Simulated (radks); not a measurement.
The numbers below are computed, except where a source is named.
The nuclear charge of the indium ion In2+ is varied continuously with 47 electrons held in [Kr] 4d10 5s1. Code: a radial shooting solver on a logarithmic mesh with Libxc functionals. Model: scalar-relativistic Kohn-Sham, LDA (Slater exchange, Perdew-Wang correlation), spin-polarised, spherical densities, point nucleus; open shells are filled with parallel spins first (spin-orbit coupling, left out, can overturn this in heavy ions). By the Hellmann-Feynman theorem dE/dZ = E(electron-nucleus)/Z, the electronic potential at the nucleus. The scalar-relativistic energy here is not variational (the density holds large components alone), so the two differ by a part that grows with Z.

Z = 48.5: E (hartree) -5731.37945; E(electron-nucleus)/Z (hartree) -285.367; HOMO 5s; e(HOMO) (eV) -18.952; <r> HOMO (bohr) 2.453
Z = 49: E (hartree) -5875.52826; E(electron-nucleus)/Z (hartree) -289.404; HOMO 5s; e(HOMO) (eV) -24.539; <r> HOMO (bohr) 2.319
Z = 49.5: E (hartree) -6021.71329; E(electron-nucleus)/Z (hartree) -293.444; HOMO 5s; e(HOMO) (eV) -30.538; <r> HOMO (bohr) 2.205
Z = 50: E (hartree) -6169.93682; E(electron-nucleus)/Z (hartree) -297.488; HOMO 5s; e(HOMO) (eV) -36.930; <r> HOMO (bohr) 2.105

The central difference of E at Z = 49 is -290.334 hartree, to compare with the third column; the second derivative is -8.14 hartree.
